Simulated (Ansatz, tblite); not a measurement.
Forces on `C[SiH2]N(C)[SiH2]N(C)[SiH2]N(C)C` at its PBE-D4/def2-SVP geometry. Charge 0, multiplicity 1.

The xTB rows come from tblite.

GFN2-xTB (tblite), largest force 0.80 eV/Å:

```xyz
32
positions Å, forces eV/Å
C     3.960   -0.480    1.063    0.333   -0.620   -0.206
Si    3.148    1.159    1.539   -0.332    0.687    0.245
N     1.620    1.424    0.701    0.102   -0.004   -0.144
C     1.673    1.564   -0.759   -0.006    0.200   -0.252
Si    0.030    1.426    1.448   -0.158   -0.024    0.102
N    -0.934    0.050    0.921    0.095   -0.115    0.031
C    -0.382   -1.285    1.186    0.110   -0.157   -0.175
Si   -2.529    0.134    0.189   -0.133   -0.037   -0.105
N    -2.534   -0.803   -1.289    0.026    0.217    0.313
C    -3.642   -1.641   -1.698   -0.289   -0.215   -0.144
C    -1.565   -0.535   -2.333    0.298    0.009   -0.272
H     3.325   -1.341    1.356    0.474    0.465   -0.219
H     4.135   -0.537   -0.031   -0.085   -0.061    0.692
H     4.943   -0.589    1.567   -0.664   -0.013   -0.364
H     2.869    1.195    3.015    0.086   -0.011   -0.658
H     4.100    2.273    1.171   -0.417   -0.380    0.091
H     2.583    2.121   -1.078   -0.475   -0.362    0.311
H     1.680    0.584   -1.292    0.009    0.450    0.441
H     0.798    2.136   -1.138    0.455   -0.357    0.355
H    -0.746    2.646    1.041    0.423   -0.543    0.137
H     0.285    1.392    2.930   -0.135   -0.025   -0.679
H    -0.573   -1.630    2.228    0.038    0.323   -0.562
H    -0.825   -2.031    0.493    0.167    0.471    0.399
H     0.718   -1.300    1.022   -0.609    0.138    0.124
H    -3.618   -0.499    1.018    0.539    0.230   -0.300
H    -2.800    1.609    0.032    0.108   -0.672    0.010
H    -4.251   -1.187   -2.519    0.412   -0.134    0.450
H    -3.285   -2.631   -2.069   -0.071    0.572    0.206
H    -4.323   -1.828   -0.843    0.484    0.188   -0.477
H    -2.002    0.021   -3.200    0.129   -0.297    0.539
H    -0.724    0.065   -1.931   -0.591   -0.336   -0.143
H    -1.133   -1.481   -2.738   -0.322    0.411    0.254
```

PBE-D4/def2-TZVP (Ansatz), largest force 0.45 eV/Å:

```
C 0.050 -0.116 -0.041
Si -0.243 0.014 -0.147
N -0.031 -0.036 0.428
C 0.026 0.046 -0.407
Si 0.116 -0.240 -0.234
N -0.195 0.392 -0.020
C 0.146 -0.342 0.060
Si 0.269 -0.186 -0.135
N -0.002 0.249 0.370
C -0.277 -0.194 -0.099
C 0.226 0.051 -0.248
H 0.173 0.225 -0.074
H -0.045 0.014 0.286
H -0.255 0.030 -0.126
H 0.022 -0.003 -0.154
H -0.106 -0.109 0.028
H -0.240 -0.148 0.114
H -0.002 0.257 0.183
H 0.226 -0.148 0.125
H 0.084 -0.132 0.028
H -0.019 -0.013 -0.157
H 0.037 0.121 -0.282
H 0.114 0.195 0.181
H -0.288 0.015 0.035
H 0.123 0.050 -0.084
H 0.044 -0.156 0.003
H 0.177 -0.089 0.214
H -0.056 0.259 0.103
H 0.198 0.067 -0.211
H 0.087 -0.141 0.242
H -0.232 -0.151 -0.102
H -0.127 0.220 0.122
```

r2SCAN0-D4/def2-TZVP (Ansatz), largest force 0.72 eV/Å:

```
C 0.076 -0.174 -0.058
Si -0.450 0.052 -0.314
N -0.051 -0.098 0.555
C 0.031 0.050 -0.464
Si 0.228 -0.478 -0.466
N -0.259 0.521 -0.025
C 0.159 -0.386 0.046
Si 0.538 -0.401 -0.259
N -0.037 0.411 0.452
C -0.302 -0.215 -0.137
C 0.232 0.026 -0.289
H 0.400 0.523 -0.177
H -0.109 0.036 0.662
H -0.601 0.069 -0.301
H 0.087 -0.016 -0.440
H -0.292 -0.330 0.102
H -0.572 -0.347 0.246
H -0.004 0.597 0.407
H 0.537 -0.348 0.275
H 0.258 -0.366 0.121
H -0.091 -0.011 -0.450
H 0.094 0.268 -0.662
H 0.277 0.471 0.430
H -0.685 0.038 0.083
H 0.355 0.188 -0.230
H 0.078 -0.467 0.007
H 0.423 -0.235 0.523
H -0.166 0.639 0.251
H 0.457 0.136 -0.526
H 0.227 -0.346 0.583
H -0.540 -0.367 -0.235
H -0.298 0.560 0.289
```
